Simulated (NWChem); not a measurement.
System: CH₆SiTe; SMILES C[Te][SiH3]

All runs: NWChem. Coordinates come from a PBE0/def2-SVP optimisation. def2 effective core potentials on Te; no spin-orbit coupling. Ions are spin-unrestricted doublets at the neutral geometry. Hybrids' shares of exact exchange are those that their runs print; pure functionals count as 0. The functionals differ in more than this share.

| row | share of exact exchange | ΔSCF ionisation energy minus −ε(HOMO) (eV) |
|---|---|---|
| PBE/def2-SVP | 0.00 | 3.03 |
| B3LYP/def2-SVP | 0.20 | 2.35 |
| BHandHLYP/def2-SVP | 0.50 | withheld |
| Hartree-Fock/def2-SVP | 1.00 | -1.02 |

Fit a straight line of the last column on the one before it, predict the withheld value, and compare with the run.


1. Means of the 3 shown rows: x = 0.400, y = 1.453. Slope Σ(x − x̄)(y − ȳ)/Σ(x − x̄)² = -2.294/0.5600 = -4.096; intercept 3.092.
2. The shown rows scatter about the line by 0.058 (root mean square); the largest residual is +0.08, at B3LYP/def2-SVP.
3. At x = 0.50 (BHandHLYP/def2-SVP; inside the shown range) the line gives 1.04.
4. The run gives 1.16, +0.12 from the line, 2.1 times the scatter. The line crosses zero at a share of 0.75.
